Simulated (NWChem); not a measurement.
System: C2H7B; SMILES CBC

All runs: NWChem. Pople sets run with spherical d functions. STO-3G and 3-21G are far too small for this property and stand as cheap habits. Geometry: optimised at B3LYP/6-31G* (spherical d). Field at 589 nm.

Task: Order these runs by computing time, cheapest first, and give rough ratios: B3LYP/def2-SVP; B3LYP/STO-3G; B3LYP/aug-cc-pVDZ.

Result: B3LYP/STO-3G (1), B3LYP/def2-SVP (3), B3LYP/aug-cc-pVDZ (30). Ratios are rough, from one shared machine; the cheapest took around 7 core-seconds (rough). What differs between the cheapest and the dearest: isotropic polarisability (bohr³) 17.8 → 44.2; anisotropy (bohr³) 6.7 → 12.2.
